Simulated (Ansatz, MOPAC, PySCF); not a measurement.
Torsion H4–O1–B2–F3 in BFH2O (SMILES OBF); at each angle all else is relaxed with GFN2-xTB, and the levels are single points there.
Geometry at 0° (charge 0, multiplicity 1):
```tsv
atom	x (Å)	y (Å)	z (Å)
O	0.9397	-0.0055	-0.3759
B	-0.3246	0.3477	-0.2373
F	-0.9125	0.2471	0.9570
H	1.3852	-0.3259	0.4116
H	-0.9447	0.7484	-1.1410
```

On the grid 0° to 330°, 90° is the highest and 0° the lowest point at CCSD(T)/CBS(cc-pVTZ, cc-pVQZ).

Correlated levels freeze the cores. CBS: X⁻³ extrapolation of the correlation energy, Hartree–Fock from the larger set. Rows in 3-21G, 6-311+G**, 6-31G*, STO-3G carry no dispersion term and start afresh at each structure (6-31G* with six Cartesian d functions). MP2/6-31G* freezes PySCF's default core. The state reached by PM3 isn't checked.

The values were computed with Ansatz (an electronic-structure program) with Gaussian orbitals; MOPAC for PM3 (differences of heats of formation); PySCF for 3-21G rows, 6-311+G** rows, 6-31G* rows, STO-3G rows, the dispersion terms. Values without a source in brackets are computed.

Other levels give for the energy at 90° less that at 0°: PBE/def2-TZVPP 510.1; B3LYP/def2-TZVPP 502.0; B3LYP-D3(BJ)/def2-TZVPP 503.3; wB97M-V/def2-TZVPP 511.3; CCSD(T)/CBS(cc-pVTZ, cc-pVQZ) 533.2 meV.

Common cheap choices:

```csv
level,energy at 90° less that at 0° (meV),"less 533.2 (CCSD(T)/CBS(cc-pVTZ, cc-pVQZ))"
PM3,674.2,141.0
HF/STO-3G,857.2,324.0
BP86/6-31G*,571.2,38.0
B3LYP/3-21G,445.5,-87.6
B3LYP/6-31G*,568.7,35.6
B3LYP/6-311+G**,519.1,-14.1
M06-2X/6-31G*,567.0,33.9
MP2/6-31G*,608.8,75.7
```
